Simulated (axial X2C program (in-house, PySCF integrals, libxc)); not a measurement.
The numbers below are computed, except where a source is named.
I₂: input and output of an EOM-EE-CCSD run

Program: an axial X2C code built on PySCF integrals.

Input and command:
```json
{"zs": [53, 53], "q": 0, "bas": ["dyall-acv3z", "dyall-acv3z"], "r0": 2.66, "eom": "ee", "thr": -2.0, "nmax": 88}
```
```bash
python soeom.py task.json out
```

Keys: zs atomic numbers; q charge; bas basis sets; r0 starting distance in Å; eom kind of EOM run; thr threshold in hartree for freezing inner shells (an s shell follows its p shell); nmax most natural virtual spinors.

Output at R = 2.684 Å (near the PBE0 minimum at charge 0 of the determinant lowest at the starting distance; the state shown can have its own minimum elsewhere), reference I₂:

```
two-component X2C + atomic mean field  HF
basis functions 280  fitting functions 1376  grid points 5804
iter        total energy     max residual
   1     -14218.493670490     4.90e+00
   2     -14219.578541335     2.37e-02
   3     -14219.581656859     3.59e-03
   4     -14219.581823439     2.16e-03
   5     -14219.581878554     2.36e-04
   6     -14219.581881060     9.33e-05
   7     -14219.581881648     4.20e-05
   8     -14219.581881795     1.79e-05
   9     -14219.581881827     7.25e-06
  10     -14219.581881832     1.15e-06
  11     -14219.581881833     1.40e-07
converged
one-electron -20593.58361459  Coulomb 6189.34155517  exact exchange -360.50684059  xc functional 0.00000000  nuclear repulsion 553.82220025  atomic mean-field constant -8.65518207
correlated 14  virtual 358  natural virtual 88  E(MP2) -0.286803830  MP2 remainder -0.042478960
iter   CCSD correlation   residual
   1     -0.263903680   1.15e-01
   2     -0.271564624   3.90e-02
   3     -0.272146132   1.05e-02
   4     -0.272188545   3.87e-03
   5     -0.272194109   1.08e-03
   6     -0.272191409   3.99e-04
   7     -0.272192236   1.41e-04
   8     -0.272192734   4.94e-05
   9     -0.272192381   2.06e-05
  10     -0.272192353   9.41e-06
  11     -0.272192289   3.93e-06
  12     -0.272192308   1.68e-06
(T) -0.010606580  T1 0.0133  D1 0.0209  max T2 0.089
EOM-EE-CCSD roots
2*Omega      energy/Eh   energy/eV  one-particle weight
    0       0.08614114      2.3440      0.943
    0       0.09062978      2.4662      0.939
    0       0.15754332      4.2870      0.927
    0       0.15780726      4.2942      0.925
    0       0.16802218      4.5721      0.951
    2       0.07237047      1.9693      0.940
    2       0.09805111      2.6681      0.934
    2       0.14014071      3.8134      0.921
    2       0.16761007      4.5609      0.904
    4       0.06674494      1.8162      0.941
    4       0.13502834      3.6743      0.928
    4       0.22691205      6.1746      0.942
    6       0.27019017      7.3522      0.935
```
T1 in the output is the amplitude norm over the root of the electron number; divide by √2 for the Lee–Taylor value.

Reference electrons by ω block (each with its −ω partner): 1/2: 33, 3/2: 16, 5/2: 4. Root energies count from the CCSD energy of the reference. All roots sought are printed; those with a small one-particle weight need a further excitation, are placed far too high, and may in truth lie low or lowest. Inner shells are frozen, and levels at this size can be off by some tenths of an eV.
